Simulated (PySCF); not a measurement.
Cl2HSi, SMILES Cl[SiH]Cl, multiplicity 2.

The structure is a stationary point at TPSSh-D3(BJ)/def2-TZVP. The isomer is the one that the SMILES or the coordinates give; other isomers of the formula were not compared.

These are B3LYP/def2-TZVPD (PySCF) values and carry that method's errors.

Isolated molecule, no solvent.

Question: Estimate the frontier levels, dipole moment and polarisability. (An estimate is asked for; the answer gives what the named calculation found.)

Answer: 
```
Quantity                                                                                                         Value
---------------------------------------------------------------------------------------------  -----------------------
α spin, highest occupied and lowest empty level                                                     -6.56 and -0.61 eV
β spin, highest occupied and lowest empty level                                                     -9.21 and -3.57 eV
dipole moment                                                                                                   1.08 D
quadrupole, principal values (traceless, Buckingham form, about the centre of nuclear charge)    -2.34, 0.25, 2.10 D·Å
mean static polarisability                                                                        58.1 bohr³ (8.61 Å³)
polarisability, principal values                                                                47.4, 56.2, 70.6 bohr³
⟨S²⟩                                                                                           0.752 (pure state 0.75)
```
